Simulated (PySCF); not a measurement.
PySCF job for FH7Si3, SMILES [SiH2](F)[SiH2][SiH3], TDA-PBE/def2-SVPD. Geometry optimised at B3LYP-D3(BJ)/def2-SVP. Other conformers were not sampled.

```python
import numpy as np
from pyscf import gto, scf, dft, tdscf

mol = gto.M(
    atom='''
    Si   -2.04201228   -0.06759678    0.13253221
    Si   -0.08512015    1.22711448    0.30180616
    Si    1.67627603   -0.27954506   -0.11476239
    F     0.96275444   -1.66543176   -0.62776091
    H    -1.96539141   -1.20004544    1.09938933
    H    -3.25434800    0.74856872    0.43691865
    H    -2.15431082   -0.60774121   -1.25208277
    H    -0.09032175    2.33152526   -0.70418150
    H     0.05052838    1.82313412    1.66507855
    H     2.45294644   -0.59926247    1.11619055
    H     2.60809707    0.17309001   -1.18552849
    ''',
    basis='def2-SVPD',
    charge=0,
    spin=0,
    max_memory=1600,
    verbose=4,
)
mf = dft.RKS(mol, xc='pbe').density_fit(auxbasis='def2-universal-jkfit')
mf.grids.level = 3
mf.conv_tol = 1e-9
mf.max_cycle = 100
mf.kernel()
mf.grids = dft.Grids(mol).set(level=1).build(with_non0tab=True)  # coarser grid for the response kernel
td = tdscf.TDA(mf)
td.singlet = True
td.nstates = 10
td.conv_tol = 1e-4
td.positive_eig_threshold = 1e-6
td.kernel(x0=td.get_init_guess(mf, 15))
td.analyze()
tt = tdscf.TDA(mf)
tt.singlet = False
tt.nstates = 4
tt.conv_tol = 1e-4
tt.positive_eig_threshold = 1e-6
tt.kernel(x0=tt.get_init_guess(mf, 9))
tt.analyze(verbose=3)
```

Program output:

```
PySCF version 2.14.0

[INPUT] verbose = 4
[INPUT] num. atoms = 11
[INPUT] num. electrons = 58
[INPUT] charge = 0
[INPUT] spin (= nelec alpha-beta = 2S) = 0
[INPUT] symmetry False subgroup None
[INPUT] Mole.unit = angstrom
[INPUT] Symbol           X                Y                Z      unit          X                Y                Z       unit  Magmom
[INPUT]  1 Si    -2.042012280000  -0.067596780000   0.132532210000 AA   -3.858843952199  -0.127739401102   0.250449579583 Bohr   0.0
[INPUT]  2 Si    -0.085120150000   1.227114480000   0.301806160000 AA   -0.160853771182   2.318910290688   0.570330985107 Bohr   0.0
[INPUT]  3 Si     1.676276030000  -0.279545060000  -0.114762390000 AA    3.167702605873  -0.528263602875  -0.216869486501 Bohr   0.0
[INPUT]  4 F      0.962754440000  -1.665431760000  -0.627760910000 AA    1.819342216809  -3.147209905552  -1.186296191608 Bohr   0.0
[INPUT]  5 H     -1.965391410000  -1.200045440000   1.099389330000 AA   -3.714051492473  -2.267757218633   2.077544737969 Bohr   0.0
[INPUT]  6 H     -3.254348000000   0.748568720000   0.436918650000 AA   -6.149826434026   1.414589866216   0.825656587215 Bohr   0.0
[INPUT]  7 H     -2.154310820000  -0.607741210000  -1.252082770000 AA   -4.071057436987  -1.148464441512  -2.366093520587 Bohr   0.0
[INPUT]  8 H     -0.090321750000   2.331525260000  -0.704181500000 AA   -0.170683370591   4.405944193905  -1.330710176985 Bohr   0.0
[INPUT]  9 H      0.050528380000   1.823134120000   1.665078550000 AA    0.095484799718   3.445224175150   3.146542435388 Bohr   0.0
[INPUT] 10 H      2.452946440000  -0.599262470000   1.116190550000 AA    4.635396969827  -1.132441945030   2.109294442328 Bohr   0.0
[INPUT] 11 H      2.608097070000   0.173090010000  -1.185528490000 AA    4.928589168581   0.327092713798  -2.240324158969 Bohr   0.0

nuclear repulsion = 273.161101235568
number of shells = 67
number of NR pGTOs = 229
number of NR cGTOs = 151
basis = def2-SVPD
ecp = {}


[settings echo left out]
init E= -971.483893197598
  HOMO = -0.285067066553949  LUMO = -0.0877855970720676  gap/eV = 5.36830
cycle= 1 E= -971.61866281915  delta_E= -0.135  |g|= 0.505  |ddm|= 3.59
  HOMO = -0.215158254517191  LUMO = -0.060931174069248  gap/eV = 4.19673
cycle= 2 E= -971.403959183454  delta_E= 0.215  |g|= 1.24  |ddm|= 1.52
  HOMO = -0.251263576215054  LUMO = -0.0613978248331306  gap/eV = 5.16651
cycle= 3 E= -971.665408963237  delta_E= -0.261  |g|= 0.0557  |ddm|= 1.07
  HOMO = -0.254275159573326  LUMO = -0.062201826774166  gap/eV = 5.22658
cycle= 4 E= -971.66621188569  delta_E= -0.000803  |g|= 0.0275  |ddm|= 0.164
  HOMO = -0.256632537387097  LUMO = -0.0643543674081029  gap/eV = 5.23216
cycle= 5 E= -971.666477899977  delta_E= -0.000266  |g|= 0.00622  |ddm|= 0.0557
  HOMO = -0.255868340189381  LUMO = -0.0637345141659726  gap/eV = 5.22823
cycle= 6 E= -971.666491082084  delta_E= -1.32e-05  |g|= 0.00144  |ddm|= 0.0119
  HOMO = -0.255868154947304  LUMO = -0.0637403017254092  gap/eV = 5.22807
cycle= 7 E= -971.666491818148  delta_E= -7.36e-07  |g|= 0.00025  |ddm|= 0.00274
  HOMO = -0.255873096784959  LUMO = -0.0637453110710013  gap/eV = 5.22806
cycle= 8 E= -971.666491833161  delta_E= -1.5e-08  |g|= 7.21e-05  |ddm|= 0.000497
  HOMO = -0.255876696596815  LUMO = -0.0637492070935144  gap/eV = 5.22806
cycle= 9 E= -971.666491835068  delta_E= -1.91e-09  |g|= 1.61e-05  |ddm|= 0.000163
  HOMO = -0.255875604893983  LUMO = -0.0637480703795563  gap/eV = 5.22806
cycle= 10 E= -971.66649183517  delta_E= -1.02e-10  |g|= 4.37e-06  |ddm|= 3.77e-05
  HOMO = -0.255875976481986  LUMO = -0.0637484641767072  gap/eV = 5.22806
Extra cycle  E= -971.666491835154  delta_E= 1.57e-11  |g|= 8.59e-06  |ddm|= 1.72e-05
converged SCF energy = -971.666491835154
tot grids = 41840
Overwritten attributes  positive_eig_threshold  of <class 'pyscf.tdscf.rks.TDA'>


******** <class 'pyscf.tdscf.rks.TDA'> for <class 'pyscf.df.df_jk.DFRKS'> ********
nstates = 10 singlet
deg_eia_thresh = 1.000e-03
wfnsym = None
conv_tol = 0.0001
eigh lindep = 1e-12
eigh level_shift = 0
eigh max_cycle = 100


Excitation energies (eV)
[5.63090271 6.11988518 6.1684306  6.49954186 6.66725599 6.71369497
 6.78043004 6.85158673 7.00950319 7.06881452]

** Singlet excitation energies and oscillator strengths **
Excited State   1:      5.63090 eV    220.19 nm  f=0.1059
      29 -> 30        0.67997
Excited State   2:      6.11989 eV    202.59 nm  f=0.0086
      28 -> 30       -0.60495
      29 -> 31       -0.31788
      29 -> 32        0.13743
Excited State   3:      6.16843 eV    201.00 nm  f=0.0093
      28 -> 30       -0.30570
      29 -> 31        0.61271
Excited State   4:      6.49954 eV    190.76 nm  f=0.0035
      27 -> 30        0.68142
      28 -> 31       -0.10669
Excited State   5:      6.66726 eV    185.96 nm  f=0.0308
      28 -> 32        0.10373
      29 -> 33       -0.67042
      29 -> 35       -0.10921
Excited State   6:      6.71369 eV    184.67 nm  f=0.0935
      25 -> 30       -0.17583
      27 -> 31       -0.11542
      28 -> 30        0.13102
      28 -> 31        0.10047
      29 -> 32        0.59867
      29 -> 34       -0.10441
      29 -> 35       -0.10264
Excited State   7:      6.78043 eV    182.86 nm  f=0.0015
      26 -> 30        0.67856
      27 -> 30        0.10600
      28 -> 31        0.14516
Excited State   8:      6.85159 eV    180.96 nm  f=0.0082
      26 -> 30       -0.13597
      28 -> 31        0.43463
      29 -> 32       -0.10513
      29 -> 34       -0.50512
Excited State   9:      7.00950 eV    176.88 nm  f=0.0220
      25 -> 30        0.61044
      29 -> 35       -0.29884
Excited State  10:      7.06881 eV    175.40 nm  f=0.0189
      25 -> 30       -0.17877
      27 -> 31        0.13601
      28 -> 32       -0.38285
      28 -> 33       -0.10404
      29 -> 35       -0.52308

** Transition electric dipole moments (AU) **
state          X           Y           Z        Dip. S.      Osc.
  1         0.8713      0.0906     -0.0073      0.7675      0.1059
  2        -0.2012     -0.1245     -0.0346      0.0572      0.0086
  3        -0.1926     -0.1409      0.0672      0.0615      0.0093
  4        -0.0117     -0.0048      0.1468      0.0217      0.0035
  5         0.4291      0.0577     -0.0359      0.1888      0.0308
  6         0.6321     -0.3896     -0.1318      0.5687      0.0935
  7        -0.0757      0.0483     -0.0313      0.0090      0.0015
  8        -0.2060      0.0696     -0.0400      0.0489      0.0082
  9         0.2486     -0.2492     -0.0660      0.1283      0.0220
 10        -0.2866      0.1514      0.0617      0.1089      0.0189

** Transition velocity dipole moments (imaginary part, AU) **
state          X           Y           Z        Dip. S.      Osc.
  1         0.0773      0.0008     -0.0065      0.0060      0.0194
  2        -0.0379     -0.0343     -0.0054      0.0026      0.0078
  3        -0.0288     -0.0233     -0.0026      0.0014      0.0040
  4         0.0021      0.0029      0.0192      0.0004      0.0011
  5         0.0836     -0.0004     -0.0086      0.0071      0.0192
  6         0.0922     -0.0413     -0.0118      0.0103      0.0279
  7        -0.0103      0.0091     -0.0177      0.0005      0.0013
  8        -0.0283     -0.0001      0.0154      0.0010      0.0027
  9         0.0276     -0.0402     -0.0144      0.0026      0.0067
 10        -0.0768      0.0283      0.0103      0.0068      0.0175

** Transition magnetic dipole moments (imaginary part, AU) **
state          X           Y           Z
  1        -0.0466     -0.2606      0.8593
  2        -0.0741     -0.0486     -0.0199
  3        -0.0195      0.1663      0.0113
  4        -0.5511      0.0904      0.0504
  5         0.0794     -0.1335      0.6146
  6        -0.1363     -0.0542      0.6277
  7        -0.6027      0.6102      0.0187
  8        -0.3432      0.2006     -0.0870
  9         0.0057      0.0199     -0.0145
 10         0.0092     -0.1676      0.6287


******** <class 'pyscf.tdscf.rks.TDA'> for <class 'pyscf.df.df_jk.DFRKS'> ********
nstates = 4 triplet
deg_eia_thresh = 1.000e-03
wfnsym = None
conv_tol = 0.0001
eigh lindep = 1e-12
eigh level_shift = 0
eigh max_cycle = 100


Excitation energies (eV)
[4.85819736 5.6062346  5.72447026 5.89539015]

** Triplet excitation energies and oscillator strengths **
Excited State   1:      4.85820 eV    255.21 nm  f=0.0000
Excited State   2:      5.60623 eV    221.15 nm  f=0.0000
Excited State   3:      5.72447 eV    216.59 nm  f=0.0000
Excited State   4:      5.89539 eV    210.31 nm  f=0.0000
```

The run converged.
